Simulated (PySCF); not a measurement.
**Question.** Write Cartesian coordinates for `C#CC(=C)CC#N` as optimised with GFN2-xTB.

**Answer.** 
```xyz
12
C6H5N angstrom
C      2.4277    0.6050   -0.2482
C      1.3540    0.1180   -0.0231
C      0.0685   -0.4095    0.2489
C     -0.1464   -1.7150    0.3762
C     -1.0376    0.6179    0.3632
C     -1.3352    1.1511   -0.9443
N     -1.5637    1.5539   -1.9888
H      3.3732    1.0112   -0.4511
H      0.6566   -2.4251    0.2823
H     -1.1270   -2.1118    0.5783
H     -0.7254    1.4433    1.0110
H     -1.9436    0.1602    0.7696
```

Any rigid rotation of these coordinates is as good. Atoms count from 1 in this order. The C–C distances run from 1.200 Å (C1≡C2, drawn triple) to 1.514 Å (C3–C5, drawn single), a spread of 0.314 Å. Of the pairs four or more bonds apart, H10···H12 is among the closest relative to their van der Waals radii: 2.42 Å, 101 % of the sum of Bondi's values.

Bonds between heavy atoms (Å): C1≡C2 1.200, C2–C3 1.416, C3=C4 1.329, C3–C5 1.514, C5–C6 1.443, C6≡N7 1.143.

The geometry is computed with GFN2-xTB (gas phase).

Point group: C1 (no symmetry element, even within 0.4 Å). No frequency check. One conformer, not necessarily the lowest (C2–C3–C5–C6 72°).
